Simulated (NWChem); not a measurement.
## Correlation energy of H3BN

SMILES: [BH]N
```xyz
5

B     -0.7819     0.3514     0.0000
N      0.5141    -0.1151     0.0000
H     -1.7711    -0.3425     0.0000
H      0.7572    -1.1025     0.0000
H      1.3243     0.4934     0.0000
```
Charge 0, spin multiplicity 2.

Program: NWChem. All single points use one geometry, from UPBE0/def2-SVP, a minimum by its harmonic frequencies. It is one conformer; others weren't searched.

Basis set: 3-21G. Each correlation energy counts from its own Hartree-Fock reference.

The correlated methods keep 2 core orbitals frozen. The structure started from a generated list of species. The unpaired electrons of the parent sit in orbitals of symmetry a' (Cs labels of the run); other states weren't searched. No SCF solution was tested for a lower state. Open-shell Hartree-Fock references start from PBE0 orbitals. No row is a measurement; the coupled-cluster row has its own basis-set and correlation limits.

```
method           correlation energy (mHa)
---------------  ------------------------
SCS-UMP2                           -150.4
UMP2                                    …
CCSD on ROHF                       -168.9
CCSDT on ROHF                           …
CCSD on UHF                        -168.0
CCSD[T] on UHF                     -172.7
CCSD(T) on ROHF                    -173.2
CCSD(T) on UHF                     -172.2
CCSD[T] on ROHF                         …
```

**Question.** Some entries are withheld; supply them.

**Answer.** 
- UMP2, correlation energy (mHa): -148.8
- CCSDT on ROHF, correlation energy (mHa): -173.6
- CCSD[T] on ROHF, correlation energy (mHa): -173.8
